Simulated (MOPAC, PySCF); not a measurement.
Ligands exchanged one at a time, Al SH-H. Gas-phase values, no solvent. One relaxed conformer stands for each flexible species; it need not be the lowest. Strings in code marks are SMILES.

Quantity: vertical ionisation energy (energy after one electron is removed minus that of the parent at the parent's geometry), in eV.

Level 1: B3LYP/6-31G* // TPSSh-D3(BJ)/def2-TZVP (PySCF)
Level 2: minus the HOMO energy of PM3 // TPSSh-D3(BJ)/def2-TZVP (MOPAC)
Level 3: minus the HOMO energy of PM6 // TPSSh-D3(BJ)/def2-TZVP (MOPAC)
Level 4: minus the HOMO energy of PM7 // TPSSh-D3(BJ)/def2-TZVP (MOPAC)

```csv
species,level 1,level 2,level 3,level 4
`[AlH2][SH]`,___,10.57,___,10.67
`[AlH3]`,11.23,11.45,11.66,12.11
`[SH][Al]([SH])[SH]`,___,9.94,9.63,10.13
```

Problem. Fill in the missing entries.

Solution. 
- `[AlH2][SH]`, level 1: 10.22
- `[AlH2][SH]`, level 3: 9.53
- `[SH][Al]([SH])[SH]`, level 1: 9.51
